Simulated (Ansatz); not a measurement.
Basis sets compared for B(IMe)F3 (C₅H₈BF₃N₂). Total charge 0; singlet. Geometry PBE-D4/def2-SVP. Ansatz on 4 threads of Arm Neoverse V2 on a shared host; times are rough, and most runs start from earlier orbitals.

```xyz
19

B     1.9559    0.0241    0.3516
C     0.3180   -0.0522    0.0366
N    -0.5865   -1.0493    0.2133
C    -0.2749   -2.3930    0.6937
C    -1.8593   -0.6159   -0.1282
C    -1.7352    0.6913   -0.5267
N    -0.3935    1.0121   -0.4186
C     0.1994    2.3179   -0.6969
H    -0.8222   -2.5904    1.6361
H    -0.5721   -3.1418   -0.0663
H     0.8135   -2.4425    0.8710
H    -2.7350   -1.2689   -0.0690
H    -2.4833    1.4073   -0.8796
H     1.1806    2.1549   -1.1773
H    -0.4726    2.8858   -1.3652
H     0.3583    2.8710    0.2483
F     2.5780    0.4384   -0.8414
F     2.4257   -1.2353    0.7587
F     2.1049    0.9865    1.3601
```

Binding counts from free atoms (B doublet, C triplet, N quartet, H doublet, F doublet) in the same basis, without a counterpoise term.

```
           level  functions  energy (Eh)  HOMO (eV)  LUMO (eV)  binding per atom (eV)  wall time
 PBE-D4/def2-SVP        194    -628.2721      -6.56      -1.31                   4.86      2.7 s
PBE0-D4/def2-SVP        194    -628.3030      -7.76      -0.36                   4.73      4.2 s
```

Task: Estimate the rows for PBE-D4/def2-TZVP, PBE0-D4/def2-TZVP (with forces).

Result: 
| level | functions | energy (Eh) | HOMO (eV) | LUMO (eV) | binding per atom (eV) | wall time |
| --- | --- | --- | --- | --- | --- | --- |
| PBE-D4/def2-TZVP | 389 | -628.9872 | -6.67 | -1.48 | 4.77 | 6.5 s |
| PBE0-D4/def2-TZVP (with forces) | 389 | -629.0125 | -7.78 | -0.50 | 4.64 | 18 s |
